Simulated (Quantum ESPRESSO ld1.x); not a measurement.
Results of a calculation; reference values are marked as such.
Q: These are the eigenvalues of the occupied orbitals of an atom or ion with whole-number occupations (eV). Level of theory: scalar-relativistic Kohn-Sham, LDA (Slater exchange, VWN5 correlation), spin-polarised, spherical densities, point nucleus (ld1.x of Quantum ESPRESSO 7.5).

orbital  eigenvalue
1s up      -2792.26
1s down    -2792.01
2s up      -298.947
2s down    -298.442
2p up      -239.219
2p down    -238.686
3s up      -61.0097
3s down    -58.3723
3p up      -47.2841
3d up      -27.9682

Which element is it, and in what charge state? The configuration may be excited. Open shells, if any, are filled with parallel spins first.

A: Z = 17, chlorine, charge +3: Cl3+ in [Ne] 3s2 3p1 3d1. The list shows which subshells hold electrons but not how many an open one holds; the 1s level, -102.61 hartree, gives Z - s = 14.3 by -(Z - s)^2/2, which with screening and relativity narrows Z to a few neighbours, and the depths of the outer levels then fix element, charge and occupations together.
